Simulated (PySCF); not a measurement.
## MH for M along group 11

CCSD(T) with triple-zeta basis sets in PySCF, for the lowest determinant that a PBE0 search found; no spin–orbit coupling. De refers to high-spin ground-configuration atoms.

| M | basis | reference, frozen orbitals | state (unpaired electrons) | Re (Å) | ωe (cm⁻¹) | De (eV) |
| --- | --- | --- | --- | --- | --- | --- |
| Cu | def2-TZVPP | RHF, 5 | singlet (closed shell) | 1.467 | 1870 | 2.69 |
| Ag | x2c-TZVPPall | RHF, 14 | singlet (closed shell) | 1.604 | 1774 | 2.40 |
| Au | def2-TZVPP | RHF, 0 | singlet (closed shell) | 1.522 | 2289 | 3.16 |

The shortest bond is that of CuH (1.467 Å), the longest that of AgH (1.604 Å). AuH is bound most strongly (3.16 eV) and AgH least (2.40 eV).

The rows differ in basis set, which adds steps of its own.

Down a group the atoms grow and get heavier, so bonds lengthen and wavenumbers fall; the exceptions here are the shorter bond at Au and the higher wavenumber at Au. Relativity and the filled 4f shell contract the atoms of the sixth period.

Correlated steps freeze the inner cores (0 to 14 orbitals); shallow outer-core shells are correlated. Spin–orbit coupling is left out. Where the molecule has an RHF reference, its open-shell atoms are computed with UHF. The CCSD T1 diagnostic is raised in AgH, AuH, CuH, a sign that a single reference may not be enough there.
